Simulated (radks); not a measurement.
Mn, 25 electrons, occupied as [Ar] 3d5 4s2.

Method: scalar-relativistic Kohn-Sham, PBE, spin-polarised, spherical densities, finite nucleus; open shells are filled with parallel spins first; Fermi nuclear charge, rms radius 3.7057 fm; computed with a radial shooting solver on a logarithmic mesh with Libxc functionals.

Energy parts (eV):
total: -31524.266
kinetic: 31872.455
electron-nucleus: -75265.808
Hartree: 13288.849
exchange-correlation: -1419.762

Orbitals (lengths in bohr, moments of r in powers of bohr; <r^-3> diverges for s and p1/2; r(max) is where P^2 peaks; r(90%) holds 90 % of the orbital's charge):
| orbital | occ. | eigenvalue (eV) | r(max) | <r^-3> | r(90%) | <r^4> |
|---|---|---|---|---|---|---|
| 1s up | 1 | -6428.390 | 0.03987 | - | 0.109 | 0.00006401 |
| 1s down | 1 | -6428.402 | 0.03987 | - | 0.109 | 0.00006401 |
| 2s up | 1 | -743.7232 | 0.2326 | - | 0.434 | 0.01494 |
| 2s down | 1 | -741.6660 | 0.2323 | - | 0.433 | 0.01481 |
| 2p up | 3 | -629.7351 | 0.1884 | 417.6 | 0.406 | 0.01157 |
| 2p down | 3 | -628.1713 | 0.1882 | 419.2 | 0.405 | 0.01144 |
| 3s up | 1 | -87.3630 | 0.7361 | - | 1.28 | 1.137 |
| 3s down | 1 | -82.2240 | 0.7369 | - | 1.28 | 1.162 |
| 3p up | 3 | -56.0712 | 0.7520 | 51.45 | 1.39 | 1.632 |
| 3p down | 3 | -51.0318 | 0.7534 | 50.60 | 1.41 | 1.712 |
| 3d up | 5 | -8.1462 | 0.7601 | 4.108 | 2.08 | 10.22 |
| 3d down | 0 | -3.7715 | 0.7735 | 3.629 | 2.53 | 26.58 |
| 4s up | 1 | -5.5082 | 2.454 | - | 4.59 | 190.9 |
| 4s down | 1 | -4.4637 | 2.661 | - | 5.04 | 277.5 |

The highest occupied level is 4s down at -4.464 eV. The electron density at the nucleus is 1.327e+04 e/bohr^3 (large components only).
